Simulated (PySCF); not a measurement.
**Spinor energies of Re⁷¹⁺ (rhenium, charge +71)**

Start: [He] 2s2. Calculated with PySCF 2.14 in an uncontracted even-tempered set (16 s from 59 bohr⁻², ratio 2.4; 13 p from 76 bohr⁻², ratio 2.4; 5 d from 240 bohr⁻², ratio 2.6; 4 f from 360 bohr⁻², ratio 2.6): generalised Hartree-Fock with the X2C-1e Hamiltonian and a Gaussian nucleus; one run each with spin-orbit coupling (SO) switched off, then screened by Boettger's factors.

```
spinor shell  electrons  ε, spin-free (eV)  ε, screened SO (eV)  weight of nominal j (screened SO)  rms radius, screened SO (bohr)
       1s1/2          2           -80834.7             -80834.7                              1.000                          0.0203
       2s1/2          2           -19982.3             -19982.3                              1.000                          0.0788
```

```csv
quantity,spin-free,screened SO
E (hartree),-7546.94345,-7546.94345
M_J,0,0
⟨J²⟩,0.000,0.000
⟨L²⟩,0.000,0.000
⟨S²⟩,0.000,0.000
```

Breit and QED terms are absent; they matter most for the inner s and p1/2 levels.

Densities and radii are taken from the X2C orbitals without a picture-change correction, which distorts them close to the nucleus.

Without spin-orbit coupling the j labels of p, d and f shells carry no meaning; the spin-free column gives the mean over the occupied spinors of each nl shell.
